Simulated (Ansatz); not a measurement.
```yaml
atoms:
  - { symbol: Be, position_ang: [0.0000, 0.0000, 0.0000] }
  - { symbol: Cl, position_ang: [0.0000, 0.0000, 1.7970] }
```

Basis set: cc-pCVTZ on Be; cc-pV(T+d)Z on Cl (spherical functions). Left uncorrelated: 5 orbitals. Charge 0, multiplicity 2.

Computed with Ansatz (development build ahead of 0.2.0); the reference of a correlated method needn't be the lowest determinant of its kind.

Give the atomization energy at this shape (free ground-state atoms in the same class of orbitals less the molecule, no zero-point energy) of doublet BeCl by UHF-CCSD(T), UHF-CCSD.

| method | atomization energy |
| --- | --- |
| UHF-CCSD(T) | 88.12 kcal/mol |
| UHF-CCSD | 85.76 kcal/mol |

Caution: the reference determinant was not shown to be the lowest.
